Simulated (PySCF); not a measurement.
Ge(I)(SiH3) (GeH3ISi), SMILES [I][Ge][SiH3] (connectivity only; charge and spin as stated), neutral, multiplicity 1.

The structure is a stationary point at PBE-D3(BJ)/def2-SVP. The structure was generated by enumeration; whether it is a known compound was not checked. The def2 effective core potentials stand for the cores of I; spin–orbit coupling is left out.

Calculation: PBE0/def2-TZVPD (PySCF).

Symmetry labels are those of the subgroup Cs that the program uses (full group Cs).

Computed valence orbital energies around the gap with their symmetry:
| orbital | symmetry | energy (eV) |
|---|---|---|
| HOMO−7 | A' | -15.38 |
| HOMO−6 | A' | -13.22 |
| HOMO−5 | A' | -9.88 |
| HOMO−4 | A" | -9.87 |
| HOMO−3 | A' | -8.68 |
| HOMO−2 | A' | -8.09 |
| HOMO−1 | A" | -8.03 |
| HOMO | A' | -6.54 |
| LUMO | A" | -3.46 |
| LUMO+1 | A' | -1.30 |
| LUMO+2 | A' | -0.16 |
| LUMO+3 | A' | 0.26 |
